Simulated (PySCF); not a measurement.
## From computed data to an observable: entropy of an ideal gas

CH₄O₄, SMILES OC(O)(O)O.

Coordinates come from a B3LYP-D3(BJ)/def2-SVP optimisation. One conformer was computed; it need not be the lowest.

B3LYP-D3(BJ)/def2-SVP in PySCF gives the harmonic wavenumbers 261, 332, 332, 346, 477, 500, 601, 601, 628, 897, 1052, 1052, 1174, 1226, 1314, 1432, 1432, 3815, 3815, 3817, 3820 cm⁻¹ and the rotational temperatures 0.2708, 0.2708, 0.2519 K. The molar mass is 80.04 g/mol, the symmetry number 2.0, the spin multiplicity 1.

Question: Work out the entropy at 298.15 K and 1 atm in the rigid-rotor, harmonic-oscillator model.

Answer: 
Translation (Sackur–Tetrode at 1 atm): S = R[1.5 ln M + 2.5 ln T − 1.16487] = 163.4 J/(mol K).
Rotation: q = (√π/σ) T^1.5/√(θA θB θC) = 33600, S = R[ln q + 3/2] = 99.1 J/(mol K).
Vibration: with u = 1.4388 ν/T, each mode gives R[u/(e^u − 1) − ln(1 − e^−u)]:
```tsv
ν (cm⁻¹)	modes	u	S (J/(mol K))
261	1	1.26	6.92
332	2	1.60	10.46
346	1	1.67	4.96
477	1	2.30	3.00
500	1	2.41	2.75
601	2	2.90	3.75
628	1	3.03	1.69
897	1	4.33	0.59
1052	2	5.08	0.63
1174	1	5.67	0.19
1226	1	5.92	0.16
1314	1	6.34	0.11
1432	2	6.91	0.13
```
The stiffer modes add less than 0.005 each. Sum 35.4 J/(mol K).
Spin: R ln 1 = 0.0 J/(mol K).
Total 297.9 J/(mol K); the program's own thermochemistry gives 297.9. Translation makes up 55 % and vibration 12 %. Anharmonicity, hindered rotation and orbital degeneracy are left out.
